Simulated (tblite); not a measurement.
C5H2FNP2.
InChI=1S/C5H2FNP2/c6-5-8-2-4(1-7)3-9-5/h2-3H

Computed values, GFN2-xTB/tblite, gas phase, harmonic and unscaled. Against measured fundamentals such values can be off by several per cent, at times by over 20.

Harmonic wavenumbers (cm⁻¹): 72.2, 128.2, 174.5, 199.4, 294.1, 297.2, 374.9, 391.9, 416.8, 502.6, 527.8, 580.1, 603.9, 797.8, 822.0, 825.2, 877.9, 1026.3, 1036.6, 1072.7, 1161.2, 1264.3, 1432.4, 1440.4, 2375.3, 3045.5, 3046.7.

A = 2450, B = 837.3, C = 624.1 MHz; mass 156.965 u (most abundant isotopes); point group C2v, symmetry number 2.

Q: Zero-point energy?

A: ½Σν̃ = 12394 cm⁻¹ = 35.44 kcal/mol.

Q: Entropy at 200 K, 1 bar (ideal gas, RRHO, classical rotation)?

A: Translation 39.10, rotation 27.34, vibration 12.64: S = 79.1 cal/(mol K).

Q: And Cp and H(200 K) − H(0)?

A: Cp = 24.54 cal/(mol K), of which vibrations give 16.59 (their classical limit is 27 R = 53.7); H(200 K) − H(0) = 3.11 kcal/mol without the zero-point energy, 1.52 from vibrations.

Q: Blend soft modes into free rotors: weight 1/[1 + (100 cm⁻¹/ν̃)⁴] for the oscillator and the rest for a rotor with moment μB/(μ + B), μ = h/(8π²ν), B = 10⁻⁴⁴ kg m². What vibrational entropy results?

A: 12.29 cal/(mol K) in place of 12.64, which changes −T·S at 200 K by +0.07 kcal/mol.

Q: How do the functions run with temperature in this model?

A: 
| T (K) | S (cal/(mol K)) | Cp (cal/(mol K)) | H − H(0) (kcal/mol) | G − H(0) (kcal/mol) | ln q(vib) |
| --- | --- | --- | --- | --- | --- |
| 50 | 56.7 | 10.7 | 0.44 | -2.39 | 0.17 |
| 100 | 65.5 | 15.4 | 1.09 | -5.46 | 0.79 |
| 298.15 | 90.3 | 31.9 | 5.89 | -21.04 | 4.47 |
| 373.15 | 98.0 | 36.4 | 8.46 | -28.10 | 5.96 |
| 500 | 109.5 | 42.2 | 13.46 | -41.28 | 8.44 |
| 750 | 128.0 | 49.0 | 24.95 | -71.06 | 12.95 |
| 1000 | 142.7 | 52.9 | 37.72 | -104.96 | 16.94 |

q(vib) and H(0) count from the zero-point level.

Q: Which modes carry the vibrational entropy at 200 K?

A: 72.2 cm⁻¹: 3.31; 128.2 cm⁻¹: 2.22; 174.5 cm⁻¹: 1.66; 199.4 cm⁻¹: 1.43; 294.1 cm⁻¹: 0.83; 297.2 cm⁻¹: 0.82 cal/(mol K); the other 21 give 2.37 together.

Hindered rotation and anharmonicity are outside this model.
